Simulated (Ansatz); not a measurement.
Consider the substitution at a C–Te bond: `CC(C)[TeH]` + `O[SiH3]` → `CC(C)O[SiH3]` + H₂Te.

Isolated molecules relaxed with PBE0-D4/def2-TZVP in Ansatz; ΔE leaves out vibrations. CCSD(T)/CBS adds triple-zeta CCSD(T) − MP2 to the extrapolated MP2 energy (def2 sets, frozen cores). Functionals use def2-TZVPP. def2 core potentials past Kr. For Te outer-core shells are correlated without core-valence functions, which leaves a few kJ/mol of doubt a bond. Each species was taken in one conformer, which may not be the lowest.

CCSD(T)/CBS gives +0.42 eV.

Question: Another level gave +0.36 eV. Which?
A. BHLYP/def2-TZVPP
B. r2SCAN/def2-TZVPP
C. PBE-QIDH/def2-TZVPP
D. LC-ωPBE/def2-TZVPP

Answer: C. PBE-QIDH 0.36, LC-ωPBE 0.26, r2SCAN 0.30, BHLYP 0.21 eV.

Largest T1 diagnostic among the species: 0.011.

Leaving LDA and LC-ωPBE aside and taking each functional with its dispersion term where it has one, the values, not all of them listed here, spread over 0.16 eV, from CAM-B3LYP-D4 to PBE-QIDH. LDA lies −0.10 eV from PBE without D4. In def2-TZVPP, CCSD(T) changes the Hartree–Fock value by +0.21 eV (the triples alone add +0.03 eV) and MP2 by +0.36 eV. From BLYP to BHLYP (50 % exact exchange), in def2-TZVPP and without D4, ΔE moves by −0.07 eV.
